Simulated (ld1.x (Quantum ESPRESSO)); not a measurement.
# PBE ultrasoft dataset for arsenic (As), scalar-relativistic all-electron reference.

ld1.x (Quantum ESPRESSO) 7.5 input, shortened:

```
&input
   title='As', zed=33., rel=1, dft='PBE', iswitch=3,
   config='[Ar] 3d10 4s2 4p2'
 /
 &inputp
   pseudotype=3, tm=.true., lloc=-2, rcloc=1.10,
   nlcc=.true., new_core_ps=.true., rcore=0.95,
   which_augfun='PSQ', rmatch_augfun_nc=.true.
 /
6
4S  1  0   2.00   0.00  1.30  1.45  0.0
4S  1  0   0.00  -0.90  1.30  1.45  0.0
4P  2  1   2.00   0.00  1.50  1.95  0.0
4P  2  1   0.00   0.45  1.50  1.95  0.0
3D  3  2  10.00   0.00  1.15  1.40  0.0
3D  3  2   0.00  -3.10  1.15  1.40  0.0
 &test
   configts(1)='3d10 4s2 4p2'
 /
```

Poles of the logarithmic derivatives, all-electron (AE) and pseudo (PS). s: poles at 0.1 (AE) and -0.3, 0.1 (PS) Ry. p: poles at 1.6 (AE) and 1.6 (PS) Ry. d: poles at -3.7, 4.1 (AE) and -3.7, 3.4 (PS) Ry. Test radius 2.14 bohr.

- Cutoffs needed: 60 Ry and 110 Ry (the cutoffs (Ry, on a coarse ladder) from which the occupation-weighted sum of valence levels, in a spherical-Bessel basis at the reference potential, stays within 10 and 1 mRy of its value at 400 Ry)
- Ghost test: no extra level below or beside the all-electron valence levels (s, p, d, f tested) (spherical-Bessel basis up to 400 Ry, 20 bohr box)
- Configuration tests: test run stopped at test 5 of 7 (negative rho)
- Lowest eigenvalue of the overlap operator: 0.03 (d channel)
- Density cutoff estimated by the generator: 321 Ry
